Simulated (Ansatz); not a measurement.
Hg2O. Total charge 0; singlet. Geometry PBE-D4/def2-TZVP.

```
atom   x (Å)   y (Å)   z (Å)
 Hg1   0.141   0.060  -0.239
 Hg2  -1.274  -0.488   2.046
  O3   1.133   0.428  -1.807
```

In the def2 sets Hg takes a core potential; there is no spin–orbit coupling. HSE06 is defined as in plane-wave codes, on full-range PBE exchange. The restricted singlet is unstable towards broken spin symmetry in Hartree–Fock (as tested in another run); at PBE-D4/def2-TZVP, r2SCAN-D4/def2-TZVP, PBE0-D4/def2-TZVP, HSE06-D4/def2-TZVP and others this wasn't settled. Another isomer (singlet) lies 0.34 eV lower at PBE0-D4/def2-TZVP; other spin states weren't run for this one.

Estimate the orbital energies around the gap (eV) in Ansatz with PBE-D4/def2-TZVP, r2SCAN-D4/def2-TZVP, PBE0-D4/def2-TZVP, HSE06-D4/def2-TZVP, BHLYP-D4/def2-TZVP.


```csv
orbital,PBE-D4/def2-TZVP,r2SCAN-D4/def2-TZVP,PBE0-D4/def2-TZVP,HSE06-D4/def2-TZVP,BHLYP-D4/def2-TZVP
HOMO−9,-11.77,-12.20,-13.69,-13.28,-15.43
HOMO−8,-11.36,-11.77,-13.18,-12.77,-14.90
HOMO−7,-11.36,-11.77,-13.18,-12.77,-14.90
HOMO−6,-11.31,-11.71,-12.97,-12.57,-14.62
HOMO−5,-11.05,-11.51,-12.89,-12.47,-14.62
HOMO−4,-11.05,-11.51,-12.89,-12.47,-14.52
HOMO−3,-9.16,-9.40,-10.14,-9.73,-10.95
HOMO−2,-7.44,-7.54,-8.06,-7.70,-8.57
HOMO−1,-5.17,-5.39,-6.50,-6.10,-8.00
HOMO,-5.17,-5.39,-6.50,-6.10,-8.00
LUMO,-4.50,-4.37,-3.72,-4.06,-2.90
LUMO+1,-2.39,-2.13,-1.81,-2.15,-1.31
LUMO+2,-2.39,-2.13,-1.81,-2.15,-1.31
LUMO+3,-0.17,0.31,0.58,0.25,1.14
LUMO+4,-0.01,0.36,0.67,0.33,1.16
LUMO+5,-0.01,0.37,0.67,0.33,1.16
```
